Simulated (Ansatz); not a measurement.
BrClGaHO, SMILES [Cl][Ga]([OH])[Br].

Geometry: PBE0-D3(BJ)/def2-SVP. The structure was generated by enumeration; whether it is a known compound was not checked. One conformer was computed; it need not be the lowest.

Two levels are set side by side: PBE/def2-SVPD (Ansatz, a first-principles code) and CAM-B3LYP/def2-SVPD (Ansatz). Energy differences of separate SCF runs at the same geometry; the states with an electron removed or added have multiplicity 2 and 2. Differences are taken from unrounded values.

| quantity | CAM-B3LYP |
|---|---|
| vertical ionisation energy (eV) | 11.42 |
| vertical electron affinity (eV) | 0.38 |
| vertical singlet–triplet gap (eV) | 5.71 |

Task: What does PBE give, and how far is it from CAM-B3LYP? (The exact figures need the calculation; the answer reports its results.)

Result: 
| quantity | PBE | PBE minus CAM-B3LYP |
|---|---|---|
| vertical ionisation energy (eV) | 10.67 | -0.75 |
| vertical electron affinity (eV) | 0.53 | 0.15 |
| vertical singlet–triplet gap (eV) | 4.94 | -0.77 |
